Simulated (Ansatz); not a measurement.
Basis-set extrapolation for C₂H₃BClNO₂, SMILES `C=NC(=O)OBCl` (PBE0-D4/def2-TZVP geometry, frozen core, the Gaussian-basis code of Ansatz). Multiplicity 1, RHF reference.

|  | def2-TZVPP | def2-QZVPP |
| --- | --- | --- |
| HF | -766.052175 | -766.078539 |
| MP2 correlation | -1.242573 | -1.339191 |
| CCSD(T) correlation | -1.331514 | not run |

Energies in hartree. Use E(X) = E(∞) + A·exp(−7.88·√X) for Hartree–Fock and E(X) = E(∞) + B·X^(−2.97) for correlation, with X = 3 and 4, and add CCSD(T) minus MP2 of the smaller set to the MP2 limit.

What is the CCSD(T) energy at the basis-set limit?

HF limit: -766.078539 + (-0.026364) × 0.13774 = -766.08217. MP2 limit: -1.339191 + (-0.096618) × 0.74074 = -1.41076. Higher-order term: -1.331514 − (-1.242573) = -0.08894. Total: -767.58187 hartree, 520.3 kJ/mol below CCSD(T)/def2-TZVPP.
